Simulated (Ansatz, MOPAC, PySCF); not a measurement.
Complex: C2H4 (SMILES C=C) (first 6 atoms) with C2H6 (SMILES CC); geometry from B3LYP-D3(BJ)/def2-TZVP, rigid monomers moved along the line of their centres of mass till C1···H11 is 4.24 Å.
(charge 0, multiplicity 1):
```csv
atom,x (Å),y (Å),z (Å)
C,0.2460,0.6366,-0.0265
C,-0.2483,-0.5669,0.2207
H,-0.3875,1.5142,-0.0716
H,1.3048,0.7946,-0.1928
H,0.3852,-1.4443,0.2687
H,-1.3063,-0.7249,0.3906
C,0.3488,0.6334,5.1840
C,-0.3452,-0.7225,5.1026
H,1.3210,0.5528,5.6748
H,-0.2476,1.3515,5.7507
H,0.5123,1.0474,4.1878
H,0.2496,-1.4370,4.5306
H,-1.3169,-0.6404,4.6119
H,-0.5100,-1.1470,6.0952
```

```json
[
 {"level": "PM3", "interaction energy (kJ/mol)": "-0.1", "cost": "-"},
 {"level": "PM6", "interaction energy (kJ/mol)": "0.0", "cost": "-"},
 {"level": "HF/STO-3G (no counterpoise)", "interaction energy (kJ/mol)": "0.0", "cost": "-"},
 {"level": "HF/6-31G*", "interaction energy (kJ/mol)": "0.0", "cost": "-"},
 {"level": "HF/aug-cc-pVDZ", "interaction energy (kJ/mol)": "0.0", "cost": "-"},
 {"level": "PBE-D3(BJ)/def2-TZVPPD", "interaction energy (kJ/mol)": "-1.9", "cost": "×1"},
 {"level": "PBE-D4/def2-TZVPPD", "interaction energy (kJ/mol)": "-1.8", "cost": "×1"},
 {"level": "r2SCAN-D3(BJ)/def2-TZVPPD", "interaction energy (kJ/mol)": "-1.5", "cost": "×1"},
 {"level": "B3LYP/6-31G*", "interaction energy (kJ/mol)": "0.2", "cost": "-"},
 {"level": "B3LYP/6-311+G** (no counterpoise)", "interaction energy (kJ/mol)": "0.3", "cost": "-"},
 {"level": "B3LYP/def2-TZVPPD", "interaction energy (kJ/mol)": "0.3", "cost": "×1"},
 {"level": "PBE0-D3(BJ)/def2-TZVPPD", "interaction energy (kJ/mol)": "-1.7", "cost": "×1"},
 {"level": "MP2/6-31G*", "interaction energy (kJ/mol)": "-0.7", "cost": "-"},
 {"level": "CCSD(T)/aug-cc-pVDZ", "interaction energy (kJ/mol)": "-1.3", "cost": "×10"}
]
```

The rows run from -1.9 (PBE-D3(BJ)/def2-TZVPPD) to 0.3 kJ/mol (B3LYP/def2-TZVPPD).

Interaction energies are E(AB) − E(A) − E(B) at the monomers' geometry in the complex; basis-set methods are counterpoise corrected. Rows marked so take none.

Cores are frozen in the correlated methods. Rows in 6-311+G**, 6-31G*, STO-3G carry no dispersion term and start afresh at each structure (6-31G* with six Cartesian d functions). MP2/6-31G* freezes PySCF's default core. The state reached by PM3, PM6 isn't checked.

Programs: Ansatz (a first-principles code); MOPAC for PM3, PM6 (differences of heats of formation); PySCF for 6-311+G** rows, 6-31G* rows, STO-3G rows, the dispersion terms. 

Costs are rough ratios of core time to PBE/def2-TZVPPD (about 9 s over the structures, on one shared machine); a dash marks a level with no comparable run of its own.
